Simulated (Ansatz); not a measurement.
Reaction (formal exchange of groups at the Si–F bond): `CO[Si](N)(F)F` + SiH₄ → `CO[Si](N)(F)[SiH3]` + H–F

Gas-phase electronic energies from Ansatz, PBE0-D4/def2-TZVP geometries. CCSD(T)/CBS adds triple-zeta CCSD(T) − MP2 to the extrapolated MP2 energy (def2 sets, frozen cores). This one scheme is used for every species. DFT in def2-TZVPP. One conformer a species, not always the lowest.

`CO[Si](N)(F)F`:

```xyz
11

C    -0.542   -1.181   -1.415
O     0.109   -0.785   -0.225
Si    0.264    0.722    0.323
N     0.638    0.667    1.954
F    -1.069    1.509   -0.047
F     1.400    1.546   -0.414
H    -0.785   -2.241   -1.330
H     0.115   -1.040   -2.277
H    -1.465   -0.617   -1.575
H     0.216    0.007    2.582
H     1.120    1.412    2.424
```

SiH₄:

Cartesian coordinates in Å:
```
Si 0.000 0.000 0.000
H 1.356 0.197 0.572
H -0.207 0.951 -1.121
H -1.021 0.244 1.050
H -0.128 -1.392 -0.501
```

`CO[Si](N)(F)[SiH3]`:

Cartesian coordinates in Å:
```
C 0.830 -2.054 -0.819
O 0.741 -0.647 -0.705
Si 0.011 0.171 0.496
N -1.553 -0.446 0.782
F 0.755 -0.053 1.899
Si 0.196 2.418 -0.113
H 1.700 -2.425 -0.269
H -0.068 -2.545 -0.433
H 0.948 -2.305 -1.874
H -2.268 -0.429 0.074
H -1.943 -0.440 1.710
H 1.605 2.809 -0.382
H -0.342 3.283 0.973
H -0.611 2.663 -1.340
```

H–F:

```xyz
2

F     0.051    0.454   -0.050
H    -0.051   -0.454    0.050
```

```
        level  ΔE (eV)
    r2SCAN-D4     1.78
      ωB97M-V     1.83
         PBE0     1.65
HF/def2-TZVPP     2.16
```

(1) What does CCSD(T)/CBS give? (An estimate is asked.)

Largest T1 diagnostic among the species: 0.012.

Results:

(1) Computed: +1.75 eV. The listed levels differ from it by 0.03, 0.08, -0.10, 0.41 eV.

In def2-TZVPP, CCSD(T) changes the Hartree–Fock value by −0.38 eV (the triples alone add −0.06 eV) and MP2 by −0.35 eV. The D4 term adds −0.09 eV with B3LYP and −0.06 eV with PBE0; it sums over pairs of atoms, weighted by their polarisabilities, and B3LYP, whose exchange is more repulsive, gets the larger term. From PBE to PBE0 (25 % exact exchange), in def2-TZVPP and without D4, ΔE moves by +0.10 eV.

B3LYP here is the variant with VWN-RPA as its local correlation; programs differ in this.
